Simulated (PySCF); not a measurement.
# Polarisability and C₆ of Ag²⁺ (silver, charge +2)

[Kr] 4d8 5s1, high-spin 4F determinant (an excited configuration). All numbers are calculated (PySCF 2.14, scalar relativity by spin-free X2C-1e, in x2c-TZVPPall with one added diffuse shell each of s, p, d, f type (9s7p7d3f1g, 95 functions)). Coupled (time-dependent) response in atomic units; α is the mean over directions.

```tsv
method	mean α (bohr³)	C₆ (like pair)	S(−4)
r2SCAN0	18.48	98.53	222.1
BHandHLYP	16.99	87.31	193.9
```

S(−4) is the Cauchy moment in α(ω) = α(0) + S(−4) ω² + …

Spin-orbit coupling is absent.

α(iu) at BHandHLYP:

```
u (hartree)  α(iu) (bohr³)
          0          16.99
     0.0500          16.52
      0.100          15.30
      0.200          12.13
      0.300          9.487
      0.500          6.420
      0.750          4.598
       1.00          3.590
       1.50          2.452
       2.00          1.801
       3.00          1.084
       5.00         0.5047
```

A single London oscillator, α(iu) = α/(1 + u²/ω²), gives C₆ = (3/4) ω α². Matching the computed C₆ needs ω = 4 × 87.31 / (3 × 16.99²) = 0.403 hartree.

For an ion, C₆ is the dispersion term alone; charge-induced terms of lower order in 1/R come first.
